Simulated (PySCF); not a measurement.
Ligand exchange on a metal centre used in film growth or etching (W Cl-OH). All species are isolated molecules in the gas phase. One relaxed conformer stands for each flexible species; it need not be the lowest.

The HOMO–LUMO gap from two functionals at the same geometries (BP86-D3(BJ)/def2-SVP), both in PySCF: PBE-D3(BJ)/def2-TZVP and TPSSh-D3(BJ)/def2-TZVP. 

```
species                                   PBE-D3(BJ)/def2-TZVP (eV)  TPSSh-D3(BJ)/def2-TZVP (eV)
----------------------------------------  -------------------------  ---------------------------
0 of 6 Cl replaced by OH ([W(Cl)6])                            2.10                         2.88
2 of 6 Cl replaced by OH ([W(Cl)4(OH)2])                       1.94                         2.71
3 of 6 Cl replaced by OH                                       2.27                         3.10
4 of 6 Cl replaced by OH ([W(Cl)2(OH)4])                       2.34                         3.23
5 of 6 Cl replaced by OH ([W(Cl)(OH)5])                        3.16                         4.11
6 of 6 Cl replaced by OH                                       3.65                         4.70
```

Over these rows, drawn at random from the members with no instability flagged (it was tested for open shells, ions and some series alone), PBE minus TPSSh-D3(BJ): mean -0.88 eV, from -1.05 eV to -0.78 eV.
